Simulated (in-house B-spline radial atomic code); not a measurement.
BP86 excitations of Ca XI (Ca10+)

Method: BP86. Computed with a B-spline radial code for spherical atoms: linear response of the closed shell [He] 2s2 2p6 with the functional's adiabatic kernel; scalar-relativistic (spin-free one-electron X2C), finite nucleus, no spin-orbit coupling, no double excitations, S, P, D and F terms only. Only terms of natural parity with L up to 3 were computed.

Command:
```bash
python run_td.py task.json out
```
Settings (radii: box in bohr, nucleus in fm):
```
Z                        20
electrons                10
configuration            [He] 2s2 2p6
hamiltonian              x2c
method                   b88,p86
box_radius               9.77
rms_radius               3.4776
intervals                70
```

Run time, properties included: 0.2 s on 1 thread of Intel(R) Xeon(R) Platinum 8559C (Emerald Rapids), with other jobs on the host.

The lowest states, in the order of their Tamm-Dancoff energies; the method's threshold (minus the highest occupied level) is 560.19 eV. Labels give the largest channel, * marks a mixed state, and oscillator strengths are full-response dipole values. Semilocal kernels can invert the small singlet-triplet splittings of Rydberg terms. Energies in eV:

| state | full response | Tamm-Dancoff | oscillator strength |
| --- | --- | --- | --- |
| 2p → 3s 3P | 338.75 | 338.77 | - |
| 2p → 3s 1P | 340.64 | 340.67 | 0.195 |
| 2p → 3p 3S | 358.30 | 358.34 | - |
| 2p → 3p 3D | 359.74 | 359.76 | - |
| 2p → 3p 1D | 361.25 | 361.25 | - |
| 2p → 3p 1S | 373.23 | 373.91 | - |
| 2p → 3d 3P | 388.16 | 388.18 | - |
| 2p → 3d 3F | 388.41 | 388.44 | - |
| 2p → 3d 1F | 389.80 | 389.81 | - |
| 2p → 3d 1P | ? | ? | ? |
| 2s → 3s 3S | 416.38 | 416.39 | - |
| 2s → 3s 1S | 421.04 | 421.28 | - |
| 2s → 3p 3P | 437.87 | 437.88 | - |
| 2s → 3p 1P | 439.35 | 439.36 | 0.375 |
| 2p → 4s 3P | 448.37 | 448.38 | - |
| 2p → 4s 1P | 448.93 | 448.94 | 0.0457 |
| 2p → 4p 3S | ? | ? | - |
| 2p → 4p 3D | 456.40 | 456.41 | - |
| 2p → 4p 1D | 456.89 | 456.89 | - |
| 2p → 4p 1S | 461.44 | 461.75 | - |
| 2s → 3d 3D | 466.32 | 466.33 | - |
| 2p → 4d 3P | 466.85 | 466.86 | - |

Question: Where does 2p → 3d 1P lie?

Answer: At 396.55 eV in full response, 396.79 eV in Tamm-Dancoff, oscillator strength 2.07.

Question: Where does 2p → 4p 3S lie?

Answer: At 455.99 eV in full response, 456.01 eV in Tamm-Dancoff.

Question: How large is the singlet-triplet splitting of 2p → 3s (P terms) in Tamm-Dancoff?

Answer: 1.91 eV, from the unrounded values.

Question: What polarisabilities and dispersion coefficient does the method give?

Answer: Dipole 0.02155 bohr³, quadrupole 0.004766 bohr⁵, C6 0.006075 hartree·bohr⁶ for two such species.
